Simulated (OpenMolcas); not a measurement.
**3s² 3p³ along the 15-electron sequence**

```json
{"Program": "OpenMolcas 26.06", "Method": "CASSCF", "Basis": "ANO-RCC-VTZP", "Scalar Hamiltonian": "DKH2, point nucleus", "Spin-orbit coupling": "state interaction with AMFI integrals over the reference wave functions, term energies averaged over their components"}
```

Active space for each ion: 5 electrons in 4 orbitals (3s 3p).

Computed levels in cm-1 above ⁴S°_3/2:

```
                                Level     S+   Cl2+   Ar3+
                              ²D°_3/2  19200  22605  25996
                              ²D°_5/2  19231  22680  26144
                              ²P°_1/2  26244  31269  36342
                              ²P°_3/2  26265  31334  36485
weight of ⁴S° in the lowest level (%)    100    100    100
```

Measured, with the error of the calculation in %. Measured levels: S+ from NIST Handbook of Basic Atomic Spectroscopic Data; Cl2+ from Moore, Atomic Energy Levels, vol. I, NSRDS-NBS 35 (1971 reprint of NBS Circular 467, 1949); Ar3+ from Saloman, J. Phys. Chem. Ref. Data 39, 033101 (2010).

```tsv
Level	S+	Cl2+	Ar3+
²D°_3/2	14853 (+29.3)	18053 (+25.2)	21091 (+23.3)
²D°_5/2	14885 (+29.2)	18120 (+25.2)	21220 (+23.2)
²P°_1/2	24525 (+7.0)	29812 (+4.9)	34855 (+4.3)
²P°_3/2	24572 (+6.9)	29907 (+4.8)	35032 (+4.1)
```

²D°_3/2 changes by a factor of 1.35 over the same range, with steps per unit of Z of +3400, +3390 cm-1.

Without dynamic correlation excited terms often stand tens of per cent too high (terms of higher spin than the ground term too low), and those without a measured partner can miss by more than the paired ones (holds for S+). Measured partners are found by configuration, term and J. A level has none where our copy of the source lacks it or the pairing is in doubt (some pairs that miss far off the trend of their configuration count as doubtful), and it then counts in no deviation. Levels of configurations outside the active space are missing.

° marks odd parity.
